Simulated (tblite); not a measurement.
Run record: molecular-dynamics run, `[SiH3]Sc1cnc[nH]1`.

Computed with GFN2-xTB (tblite), gas phase: Langevin dynamics at 400 K from the optimised GFN2-xTB geometry, time step 0.5 fs, friction 0.01 fs⁻¹, 2000 steps. A driver script takes a list of jobs; this job's settings line and coordinates (Å) are shown. «temperature» is in K, «steps» counts time steps and «every» is the stride of the printed frames; «frames» go on to single points.

Command:
```bash
OMP_NUM_THREADS=1 python probes_run.py task.json out
```

Input:
```
{"job": {"kind": "md", "xc": "GFN2-xTB", "basis": "xTB", "temperature": 400, "steps": 2000, "every": 50, "frames": 5}, "charge": 0, "multiplicity": 1}
Si     2.543076     0.600515     0.006858
S      1.198230    -0.674207    -1.090403
C     -0.328514    -0.341604    -0.305440
C     -0.718764     0.480185     0.719644
N     -2.052384     0.347010     0.928632
C     -2.474023    -0.527647     0.061549
N     -1.463900    -0.983474    -0.719873
H      2.509144     0.181670     1.401236
H      2.098073     1.975150    -0.175226
H      3.803072     0.308780    -0.654388
H     -0.127421     1.149661     1.310791
H     -3.488309    -0.857501    -0.035209
H     -1.502669    -1.658050    -1.465900
```

Question: What does the run print? One trajectory will do; the random numbers aren't given.

Answer: 
```
t/fs     T/K      E/eV
    0.0   333.4   -553.26338
   25.0   245.2   -552.94935
   50.0   293.9   -552.81034
   75.0   264.2   -552.83422
  100.0   159.4   -552.77356
  125.0   251.8   -552.85153
  150.0   336.4   -552.89618
  175.0   258.6   -552.50534
  200.0   570.7   -552.87986
  225.0   413.4   -552.65518
  250.0   377.9   -552.46949
  275.0   518.4   -552.60977
  300.0   463.4   -552.61120
  325.0   365.4   -552.63087
  350.0   394.6   -552.79627
  375.0   338.1   -552.64414
  400.0   414.5   -552.68623
  425.0   379.2   -552.61744
  450.0   369.7   -552.65120
  475.0   495.0   -552.55361
  500.0   500.3   -552.73882
  525.0   302.0   -552.65704
  550.0   316.9   -552.64702
  575.0   304.8   -552.68157
  600.0   245.7   -552.70760
  625.0   428.5   -552.94322
  650.0   338.4   -552.82680
  675.0   430.8   -552.73860
  700.0   413.7   -552.71624
  725.0   455.7   -552.84678
  750.0   336.5   -552.73748
  775.0   259.4   -552.72526
  800.0   300.4   -552.64962
  825.0   364.2   -552.76817
  850.0   284.0   -552.63404
  875.0   335.8   -552.63820
  900.0   400.6   -552.86126
  925.0   356.0   -552.71080
  950.0   399.0   -552.80193
  975.0   396.8   -552.97230
 1000.0   377.6   -552.83130
```

E is the potential energy; T comes from the kinetic energy over all 3N coordinates.

Question: Sum up the printed frames.

Answer: 41 frames over 1000 fs. T runs from 159 K (100 fs) to 571 K (200 fs), with a mean of 361 K over all frames and 359 K from 500 fs on. E starts at -553.263 eV, peaks 0.794 eV above that at 250 fs, and averages 0.509 eV above it from 500 fs on.

Question: Give the last frame.

Answer: 0.60 Å rms from the start after alignment:
```
atom  x, y, z in Å
Si1     1.303   -1.205    1.257
S2      0.681   -0.507   -0.754
C3     -1.057   -0.529   -0.432
C4     -1.903   -1.450    0.027
N5     -3.204   -0.879   -0.069
C6     -3.105    0.314   -0.538
N7     -1.771    0.593   -0.707
H8      1.069   -2.648    1.399
H9      0.652   -0.353    2.229
H10     2.766   -0.991    1.131
H11    -1.711   -2.407    0.454
H12    -3.880    1.143   -0.570
H13    -1.390    1.438   -1.105
```

The run took 20 s on an Arm Neoverse N1 with one thread, shared host, and the process peaked at 0.18 GiB of memory.
